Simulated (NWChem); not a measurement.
System: C2HF2O2, doublet; SMILES O=C(O)[C](F)F

NWChem input:

```
start job
memory heap 200 mb stack 900 mb global 1100 mb
geometry units angstroms noautosym nocenter noautoz
  O      1.180793    -1.358247     0.023642
  C      0.123084    -0.772036     0.049896
  O     -1.081874    -1.358837     0.110083
  C      0.017934     0.666051     0.049991
  F      1.067699     1.416275    -0.082766
  F     -1.110444     1.310200    -0.016704
  H     -0.917256    -2.313295     0.130119
end
basis spherical
  * library def2-svp
end
dft
  odft
  mult 2
  xc m06-2x
  iterations 150
end
cosmo
  do_cosmo_smd true
  solvent water
end
task dft energy
```

Parts of the log:

```
             Northwest Computational Chemistry Package (NWChem) 7.3.0
             --------------------------------------------------------

                             Geometry "geometry" -> ""
                             -------------------------

 Output coordinates in angstroms (scale by  1.889725989 to convert to a.u.)

  No.       Tag          Charge          X              Y              Z
 ---- ---------------- ---------- -------------- -------------- --------------
    1 O                    8.0000     1.18079300    -1.35824700     0.02364200
    2 C                    6.0000     0.12308400    -0.77203600     0.04989600
    3 O                    8.0000    -1.08187400    -1.35883700     0.11008300
    4 C                    6.0000     0.01793400     0.66605100     0.04999100
    5 F                    9.0000     1.06769900     1.41627500    -0.08276600
    6 F                    9.0000    -1.11044400     1.31020000    -0.01670400
    7 H                    1.0000    -0.91725600    -2.31329500     0.13011900

 Effective nuclear repulsion energy (a.u.)     238.4176936140

                                 NWChem DFT Module
                                 -----------------

 Summary of "ao basis" -> "ao basis" (spherical)
 ------------------------------------------------------------------------------
       Tag                 Description            Shells   Functions and Types
 ---------------- ------------------------------  ------  ---------------------
 O                          def2-svp                 6       14   3s2p1d
 C                          def2-svp                 6       14   3s2p1d
 F                          def2-svp                 6       14   3s2p1d
 H                          def2-svp                 3        5   2s1p

 in cosmo_initialize ...
 calling solv_data for solv:h2o

 solvent parameters
 solvname_short: h2o
 solvname_long:  water
 dielec:       78.4000
 dielecinf:     1.7769
 aqueous SMD model solvent descriptors
 dielec:       78.4000
 sola:          0.8200

          ---------------
          -cosmo- solvent
          ---------------
 Cosmo: York-Karplus, doi: 10.1021/jp992097l
 dielectric constant -eps-     =  78.40
 screen = (eps-1)/(eps    )    =   0.98724
 surface charge correction     = lagrangian

   van der Waals surface
 --------------------------

[...]

                                COSMO-SMD solvation results
                                ---------------------------

             internal energy in gas <Psi(g)|H|Psi(g)> =      -426.414402100267
         internal energy in solvent <Psi(s)|H|Psi(s)> =      -426.412125717043
                               delta internal energy  =         0.002276383224 (    1.43 kcal/mol)
   total free energy in solvent <Psi(s)|H+V/2|Psi(s)> =      -426.429702497416
 polarization energy contribution <Psi(s)|V/2|Psi(s)> =        -0.017576780374 (  -11.03 kcal/mol)
    total free energy in solvent including G(SMD-CDS) =      -426.421107700037
                       G(SMD-CDS) energy contribution =         0.008594797380 (    5.39 kcal/mol)
     1 M fixed-concentration free energy of solvation =        -0.006705599770 (   -4.21 kcal/mol)

                    DFT Final Alpha Molecular Orbital Analysis
                    ------------------------------------------

 Vector   22  Occ=1.000000D+00  E=-4.254054D-01
              MO Center= -1.1D-01, -1.3D+00,  7.0D-02, r^2= 1.8D+00
   Bfn.  Coefficient  Atom+Function         Bfn.  Coefficient  Atom+Function
  ----- ------------  ---------------      ----- ------------  ---------------
    34      0.492669  3 O  pz                 6     -0.414639  1 O  pz
    37      0.379951  3 O  pz                 9     -0.304926  1 O  pz
    20     -0.089053  2 C  pz                27      0.047681  2 C  d  1
    23     -0.037693  2 C  pz                62     -0.037586  5 F  pz
    48     -0.034467  4 C  pz                32      0.025479  3 O  px

 Vector   23  Occ=1.000000D+00  E=-3.925702D-01
              MO Center=  7.2D-01, -1.2D+00,  4.0D-02, r^2= 1.6D+00
   Bfn.  Coefficient  Atom+Function         Bfn.  Coefficient  Atom+Function
  ----- ------------  ---------------      ----- ------------  ---------------
     5      0.499233  1 O  py                 8      0.361918  1 O  py
     4      0.290073  1 O  px                32      0.260932  3 O  px
     7      0.210048  1 O  px                35      0.199582  3 O  px
    45     -0.155038  4 C  s                 47      0.148840  4 C  py
    44     -0.145051  4 C  s                 75      0.110688  6 F  py

 Vector   24  Occ=1.000000D+00  E=-2.902196D-01
              MO Center=  1.2D-01,  3.3D-01,  7.7D-02, r^2= 2.0D+00
   Bfn.  Coefficient  Atom+Function         Bfn.  Coefficient  Atom+Function
  ----- ------------  ---------------      ----- ------------  ---------------
    48      0.586986  4 C  pz                51      0.351690  4 C  pz
    62      0.254532  5 F  pz                76      0.253601  6 F  pz
     6     -0.249135  1 O  pz                 9     -0.222130  1 O  pz
    65     -0.218248  5 F  pz                79     -0.216582  6 F  pz
    34     -0.151616  3 O  pz                20      0.148562  2 C  pz

 Vector   25  Occ=0.000000D+00  E= 7.901428D-02
              MO Center=  1.7D-01, -5.4D-01,  1.1D-01, r^2= 2.0D+00
   Bfn.  Coefficient  Atom+Function         Bfn.  Coefficient  Atom+Function
  ----- ------------  ---------------      ----- ------------  ---------------
    23      0.628472  2 C  pz                20      0.593408  2 C  pz
     9     -0.380892  1 O  pz                48     -0.367992  4 C  pz
    45     -0.362815  4 C  s                 51     -0.345737  4 C  pz
     6     -0.311142  1 O  pz                37     -0.259370  3 O  pz
    34     -0.224753  3 O  pz                73      0.114314  6 F  s

[...]
```

Level: M06-2X/def2-SVP, spin-unrestricted, SMD on the gas-phase geometry. The geometry was optimised at PBE0/def2-SVP, spin-unrestricted. No stability test was run on the SCF state. Solvent: water.
